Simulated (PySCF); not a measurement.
Mg (magnesium, neutral) across methods

[Ne] 3s1 3d1, high-spin 3D determinant (an excited configuration). Computed with PySCF 2.14 in dyall-acv3z, with the non-relativistic Hamiltonian (point nucleus).

```tsv
method	E (hartree)	mean ε 2p β (eV)	mean ε 3s α (eV)	mean ε 3d α (eV)	Σ⟨r²⟩ (bohr²)	⟨S²⟩
UHF	-199.38221	-65.137	-9.354	-0.328	41.86	2.000
PBE0	-199.7333	-53.980	-7.437	0.268	41.13	2.000
r2SCAN	-199.8114	-51.316	-6.816	0.679	41.10	2.000
PBE	-199.7221	-49.876	-6.660	0.570	40.98	2.000
BP86	-199.8614	-50.003	-6.758	0.509	40.91	2.000
HSE06	-199.7483	-53.537	-7.056	0.592	41.16	2.000
LDA	-198.8984	-49.995	-6.797	0.756	40.75	2.000
```

Problem. Estimate the same row for PW91.

Solution. E (hartree) = -199.8258; mean ε 2p β (eV) = -50.017; mean ε 3s α (eV) = -6.709; mean ε 3d α (eV) = 0.561; Σ⟨r²⟩ (bohr²) = 40.89; ⟨S²⟩ = 2.000.

The outer electron is Rydberg-like, and this basis confines it to a smaller radius and binds it less than a complete one would.

The highest occupied level is positive at PBE0, r2SCAN, PBE, BP86, HSE06, LDA, PW91: only the finite basis holds that electron, which in a density functional comes from self-interaction.
